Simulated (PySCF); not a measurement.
PySCF input file for C5H9O, SMILES CC(C)C[C]=O, multiplicity 2, PBE-D3(BJ)/def2-SVP. Geometry: PBE-D3(BJ)/def2-SVP. The isomer is the one that the SMILES or the coordinates give; other isomers of the formula were not compared. One conformer was computed; it need not be the lowest.

```python
import numpy as np
from pyscf import gto, scf, dft, df
from pyscf.hessian import thermo

mol = gto.M(
    atom='''
    C    -1.44536421    1.51991862    0.66113160
    C    -0.61056750    0.26578871    0.37700528
    C    -1.36427067   -0.72284333   -0.51981480
    C     0.75081021    0.66240122   -0.23232326
    C     1.78093582   -0.43835686   -0.34268919
    O     1.69381923   -1.58247430   -0.00588224
    H    -2.41457351    1.25421548    1.13057016
    H    -0.91972881    2.21951455    1.34298787
    H    -1.67028877    2.06958828   -0.27774405
    H    -0.39551169   -0.24120293    1.34426378
    H    -1.58991606   -0.26788853   -1.50807572
    H    -2.32941940   -1.01671259   -0.05971961
    H    -0.77555251   -1.64511909   -0.68919702
    H     1.24176366    1.47008635    0.35581841
    H     0.63341115    1.09586276   -1.25170346
    ''',
    basis='def2-SVP',
    charge=0,
    spin=1,
    max_memory=1600,
    verbose=3,
)
mf = dft.UKS(mol, xc='pbe').density_fit(auxbasis='def2-universal-jkfit')
mf.disp = 'd3bj'
mf.grids.level = 3
mf.conv_tol = 1e-11
mf.max_cycle = 100
mf.kernel()
fine, coarse = mf.grids, dft.Grids(mol).set(level=1).build(with_non0tab=True)
for _ in range(3):  # follow internal instabilities
    mf.grids = coarse
    mo, _, stable, _ = mf.stability(return_status=True, nroots=4)
    mf.grids = fine
    if stable:
        break
    mf.kernel(mf.make_rdm1(mo, mf.mo_occ))

# [left out here: the lines that compute and print the analytic Hessian (its translational invariance restored by hand, since the grid's response is missing), thermochemistry and intensities]
```

Program output:

```
[...]
       6   H                 0.02 -0.04  0.08   -0.02  0.26  0.07   -0.04  0.31  0.02
       7   H                 0.09 -0.03 -0.06   -0.21  0.13 -0.03   -0.28  0.18 -0.02
       8   H                 0.15  0.03 -0.02   -0.08  0.21  0.16   -0.16  0.23  0.20
       9   H                -0.59 -0.35 -0.04   -0.13 -0.18 -0.06    0.08 -0.09 -0.08
      10   H                 0.03 -0.12 -0.02    0.15  0.29  0.09   -0.14 -0.04  0.02
      11   H                -0.08 -0.12 -0.17    0.02  0.19  0.24   -0.06  0.03 -0.13
      12   H                -0.10 -0.03 -0.20    0.26  0.10  0.14   -0.04 -0.03 -0.03
      13   H                -0.07 -0.06  0.11   -0.07  0.17 -0.21   -0.01 -0.25  0.38
      14   H                 0.22 -0.09 -0.10    0.18  0.24  0.09   -0.22 -0.38 -0.15
Mode                                24                  25                  26
Irrep
Freq [cm^-1]                     1355.4236           1408.8421           1414.2293
Reduced mass [au]                   1.2065              1.0433              1.0574
Force const [Dyne/A]                1.3059              1.2201              1.2461
Char temp [K]                    1950.1528           2027.0101           2034.7611
Normal mode                   x     y     z       x     y     z       x     y     z
       0   C                 0.04 -0.04 -0.00    0.03  0.02 -0.02   -0.02  0.00 -0.03
       1   C                -0.01 -0.03 -0.02    0.00  0.02 -0.00    0.01 -0.04 -0.03
       2   C                 0.04  0.06  0.05   -0.03 -0.01  0.02    0.03 -0.01  0.02
       3   C                -0.03 -0.02  0.02    0.00  0.00 -0.00   -0.01 -0.00  0.01
       4   C                 0.01  0.00 -0.00    0.00 -0.00  0.00   -0.00  0.00 -0.00
       5   O                -0.00 -0.01  0.00   -0.00  0.00 -0.00   -0.00 -0.00  0.00
       6   H                -0.08  0.26 -0.07    0.01  0.30  0.14    0.21  0.04  0.46
       7   H                -0.19  0.12  0.01   -0.16 -0.29  0.43   -0.31  0.04  0.18
       8   H                -0.20  0.11  0.13   -0.20 -0.36 -0.18    0.35 -0.04 -0.13
       9   H                 0.01  0.07  0.03   -0.02  0.01 -0.00   -0.02  0.11  0.06
      10   H                -0.09 -0.31 -0.10    0.30 -0.19 -0.15   -0.37 -0.07  0.07
      11   H                -0.02 -0.20 -0.22    0.05  0.11  0.22   -0.20  0.26 -0.28
      12   H                -0.27 -0.10 -0.21    0.06  0.11 -0.34    0.22  0.12  0.04
      13   H                 0.07  0.18 -0.33   -0.02 -0.04  0.06    0.04  0.03 -0.07
      14   H                 0.19  0.29  0.12   -0.03 -0.05 -0.02    0.02  0.05  0.02
Mode                                27                  28                  29
Irrep
Freq [cm^-1]                     1425.9843           1434.6892           1880.1295
Reduced mass [au]                   1.0584              1.0507             12.4295
Force const [Dyne/A]                1.2680              1.2742             25.8868
Char temp [K]                    2051.6739           2064.1983           2705.0878
Normal mode                   x     y     z       x     y     z       x     y     z
       0   C                 0.02  0.02  0.02    0.01  0.01 -0.01   -0.00 -0.00  0.00
       1   C                 0.05 -0.00  0.01    0.03  0.02 -0.03    0.00  0.00 -0.00
       2   C                 0.01 -0.03  0.00    0.01  0.01 -0.03   -0.00  0.00  0.00
       3   C                -0.01 -0.00 -0.00   -0.01 -0.00  0.00    0.00 -0.01  0.00
       4   C                -0.00  0.00 -0.00    0.00 -0.00  0.00    0.01  0.21 -0.06
       5   O                 0.00 -0.00  0.00    0.00  0.00 -0.00   -0.01 -0.15  0.05
       6   H                -0.20  0.12 -0.36    0.00  0.21  0.11   -0.00  0.01 -0.00
       7   H                 0.24 -0.20  0.05   -0.11 -0.18  0.27    0.00 -0.00  0.00
       8   H                -0.42 -0.16  0.01   -0.10 -0.23 -0.12    0.00 -0.00 -0.00
       9   H                -0.06 -0.02  0.03   -0.09 -0.02 -0.02   -0.01  0.00 -0.00
      10   H                -0.38 -0.02  0.08   -0.10  0.36  0.17    0.00 -0.00 -0.00
      11   H                -0.22  0.28 -0.27    0.08 -0.39 -0.11    0.00 -0.01 -0.00
      12   H                 0.27  0.13  0.10   -0.25 -0.25  0.47   -0.01 -0.00 -0.00
      13   H                -0.02  0.01 -0.01    0.01 -0.01 -0.00    0.03 -0.03  0.03
      14   H                 0.05  0.01 -0.00   -0.01 -0.01  0.00    0.01 -0.05 -0.02
Mode                                30                  31                  32
Irrep
Freq [cm^-1]                     2959.5391           2962.2896           2964.5617
Reduced mass [au]                   1.0374              1.0713              1.0472
Force const [Dyne/A]                5.3538              5.5386              5.4225
Char temp [K]                    4258.1179           4262.0752           4265.3442
Normal mode                   x     y     z       x     y     z       x     y     z
       0   C                -0.03  0.04  0.00   -0.00  0.00 -0.01    0.00 -0.00  0.00
       1   C                 0.00 -0.00  0.00    0.01 -0.02  0.05   -0.00  0.01 -0.01
       2   C                 0.01  0.00  0.01   -0.01 -0.00 -0.02    0.02  0.01  0.03
       3   C                -0.00 -0.01  0.00    0.01  0.04 -0.03    0.01  0.03 -0.01
       4   C                -0.00 -0.00  0.00   -0.00  0.00 -0.00   -0.00  0.00 -0.00
       5   O                 0.00  0.00 -0.00    0.00 -0.00  0.00   -0.00 -0.00  0.00
       6   H                 0.44  0.13 -0.22    0.01  0.00 -0.01   -0.02 -0.01  0.01
       7   H                -0.25 -0.32 -0.32   -0.00 -0.01 -0.01    0.01  0.02  0.02
       8   H                 0.12 -0.30  0.54    0.02 -0.05  0.09   -0.01  0.03 -0.05
       9   H                -0.01  0.03 -0.06   -0.12  0.29 -0.56    0.03 -0.07  0.13
      10   H                -0.02  0.05 -0.10    0.05 -0.11  0.23   -0.11  0.25 -0.52
      11   H                -0.08 -0.02  0.04    0.10  0.03 -0.05   -0.36 -0.11  0.18
      12   H                 0.04 -0.06 -0.01   -0.06  0.09  0.01    0.19 -0.29 -0.05
      13   H                 0.03  0.06  0.04   -0.15 -0.25 -0.19   -0.16 -0.27 -0.21
      14   H                -0.01  0.03 -0.07    0.06 -0.21  0.50    0.05 -0.14  0.35
Mode                                33                  34                  35
Irrep
Freq [cm^-1]                     2971.2936           3006.4899           3045.4989
Reduced mass [au]                   1.0666              1.0993              1.1024
Force const [Dyne/A]                5.5479              5.8546              6.0245
Char temp [K]                    4275.0299           4325.6695           4381.7949
Normal mode                   x     y     z       x     y     z       x     y     z
       0   C                 0.00 -0.01 -0.01    0.00  0.00  0.00    0.00  0.01 -0.08
       1   C                 0.01 -0.03  0.05   -0.00  0.01 -0.01   -0.00  0.00 -0.01
       2   C                 0.01  0.01  0.01   -0.00 -0.00  0.00   -0.01 -0.02  0.02
       3   C                -0.01 -0.03  0.00   -0.03 -0.02 -0.08   -0.00 -0.00 -0.00
       4   C                -0.00 -0.00  0.00   -0.00 -0.00 -0.00    0.00  0.00 -0.00
       5   O                -0.00  0.00 -0.00   -0.00 -0.00 -0.00    0.00 -0.00  0.00
       6   H                -0.12 -0.04  0.06    0.01  0.00 -0.00   -0.37 -0.10  0.16
       7   H                 0.07  0.09  0.09   -0.02 -0.02 -0.02    0.20  0.26  0.23
       8   H                -0.01  0.03 -0.05   -0.00  0.01 -0.02    0.14 -0.33  0.57
       9   H                -0.12  0.30 -0.57    0.03 -0.07  0.13    0.01 -0.04  0.06
      10   H                -0.05  0.12 -0.25   -0.00  0.01 -0.01   -0.04  0.09 -0.19
      11   H                -0.25 -0.07  0.12    0.02  0.00 -0.01    0.21  0.06 -0.10
      12   H                 0.13 -0.19 -0.03   -0.01  0.01  0.00   -0.04  0.05  0.02
      13   H                 0.18  0.29  0.22    0.30  0.51  0.36    0.01  0.01  0.00
      14   H                -0.03  0.10 -0.26    0.07 -0.25  0.57   -0.00 -0.00  0.01
Mode                                36                  37                  38
Irrep
Freq [cm^-1]                     3050.8876           3055.7065           3076.5603
Reduced mass [au]                   1.1014              1.1034              1.1027
Force const [Dyne/A]                6.0401              6.0701              6.1492
Char temp [K]                    4389.5480           4396.4814           4426.4852
Normal mode                   x     y     z       x     y     z       x     y     z
       0   C                 0.01  0.00  0.03    0.07  0.05  0.01   -0.00 -0.00  0.00
       1   C                 0.00 -0.01  0.01    0.00  0.00 -0.00   -0.00  0.00 -0.00
       2   C                -0.03 -0.05  0.06    0.00  0.01 -0.01   -0.07  0.05  0.01
       3   C                 0.00  0.00  0.00   -0.00 -0.00  0.00    0.00 -0.00 -0.00
       4   C                 0.00 -0.00  0.00   -0.00  0.00 -0.00    0.00  0.00 -0.00
       5   O                 0.00  0.00 -0.00   -0.00 -0.00  0.00   -0.00 -0.00 -0.00
       6   H                 0.06  0.01 -0.02   -0.59 -0.17  0.30    0.00  0.00 -0.00
       7   H                -0.11 -0.14 -0.14   -0.31 -0.40 -0.40   -0.00 -0.00 -0.00
       8   H                -0.05  0.12 -0.20    0.02  0.00  0.02   -0.00 -0.00 -0.00
       9   H                -0.02  0.06 -0.11    0.00 -0.00  0.01    0.01 -0.01  0.02
      10   H                -0.12  0.24 -0.51    0.02 -0.03  0.06    0.03 -0.08  0.18
      11   H                 0.56  0.16 -0.26   -0.07 -0.02  0.03    0.35  0.12 -0.18
      12   H                -0.10  0.14  0.04    0.02 -0.02 -0.00    0.44 -0.69 -0.12
      13   H                -0.01 -0.01 -0.01   -0.00 -0.00 -0.00    0.00  0.00  0.00
      14   H                 0.00  0.01 -0.02   -0.00  0.00 -0.00   -0.00 -0.00  0.00
temperature 298.1500 [K]
pressure 101325.00 [Pa]
Rotational constants [GHz] 6.46358 2.27561 1.88293
Symmetry number 1
Zero-point energy (ZPE) 0.12502 [Eh]   328243.768 [J/mol]
                           tot       elec      trans        rot        vib
Entropy [J/mol/K]       356.374      5.763    164.172    112.355     74.084
Cv [J/mol/K]            110.538      0.000     12.472     12.472     85.595
Cp [J/mol/K]            118.853      0.000     20.786     12.472     85.595
Internal energy [J/mol]                      3718.434   3718.434 340667.917
Internal energy [Eh]   -270.45193  -270.58452
Enthalpy [J/mol]                             6197.391   3718.434 340667.917
Enthalpy [Eh]          -270.45099
Gibbs free energy [J/mol]                  -42750.391 -29780.189 318579.679
Gibbs free energy [Eh] -270.49146
mode   freq/cm-1   IR/(km/mol)
   1       67.36         0.545
   2      170.01         3.650
   3      178.27         3.029
   4      235.51         0.130
   5      260.40         0.220
   6      318.85         0.232
   7      356.69         0.479
   8      407.78         0.692
   9      638.75         6.557
  10      767.34         0.741
  11      810.50         1.399
  12      877.06         7.078
  13      898.37         2.151
  14      937.64         2.782
  15      942.08         0.658
  16     1048.24         0.980
  17     1112.60         1.442
  18     1149.14         5.827
  19     1184.30         1.425
  20     1226.15         3.332
  21     1293.95         7.604
  22     1304.51         5.033
  23     1335.85        17.467
  24     1344.61         3.502
  25     1355.42         8.117
  26     1408.84         2.015
  27     1414.23         4.276
  28     1425.98         4.153
  29     1434.69        12.151
  30     1880.13       115.245
  31     2959.54        22.487
  32     2962.29         0.469
  33     2964.56        18.685
  34     2971.29        16.873
  35     3006.49         4.041
  36     3045.50        11.344
  37     3050.89        31.550
  38     3055.71        23.595
  39     3076.56         9.120
max |gradient| / (hartree/bohr): 4.9130054977462374e-05
APT charges: [ 0.0402  0.1176  0.0089  0.0134  0.2827 -0.3952 -0.0231 -0.0171 -0.0127
 -0.0473 -0.0135 -0.0111  0.0162  0.0179  0.0233]
```

The calculation finished and met its thresholds.
